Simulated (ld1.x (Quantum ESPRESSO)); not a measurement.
Results of a calculation; reference values are marked as such.
## Potentials for Mg (Z = 12) compared

Generated with ld1.x 7.5 (TM, RRKJ, ultrasoft, PAW), atompaw 4.2 or ONCVPSP 4.0.1. The cutoff is in Ry: for ld1.x and atompaw files where the sum of valence levels is converged to 10 mRy in a Bessel basis, for ONCV files where the hardest occupied wave has 1 mHa per electron of residual kinetic energy. The error is the largest all-electron minus pseudo excitation energy over each file’s own four to seven test configurations (ionisations up to +4, promotions, holes and added fractions of an electron), all of which were solved. The labels leave out finer settings (local radius, basis sizes, second energies), which also bear on the numbers. Spin-polarised tests are not counted. The rows are a selection from randomly drawn settings: files with unsolved tests, undetermined cutoffs or missed reference levels are left out.

| potential | cutoff (Ry) | largest error (meV) | bound ghosts |
| --- | --- | --- | --- |
| TM, PBE, scalar-relativistic, rc 2.55/3.55/2.85 (spd), local s, core correction yes, reference 3s1.5 3p0.5 | 6 | +29 | none |
| ultrasoft, LDA (PZ), scalar-relativistic, rc 2.65/2.70/1.95 (spd), local smoothed, core correction no, reference 3s0.5 3p0 | 6 | +161 | none |
| RRKJ, BP86, non-relativistic, rc 0.85/1.05/1.15 (spd), local smoothed, core correction yes, reference 2s2 2p6 3s0 3p0 | 140 | +386 | none |
| TM, LDA (PZ), scalar-relativistic, rc 2.70/2.95 (sp), local s, core correction yes, reference 3s1 3p1 | 6 | +38 | none |
| PAW, PBE, non-relativistic, rc 2.95/2.95 (sp), local smoothed, core correction yes, reference 3s2 3p0 | 6 | -13 | none |

**Question.** Fill in the row for Mg: ultrasoft, LDA (PZ), non-relativistic, rc 2.10/2.40/2.05 (spd), local d, core correction yes, reference 3s1.75 3p0.25.

**Answer.** cutoff 6 Ry, largest error -14 meV, bound ghosts: none.
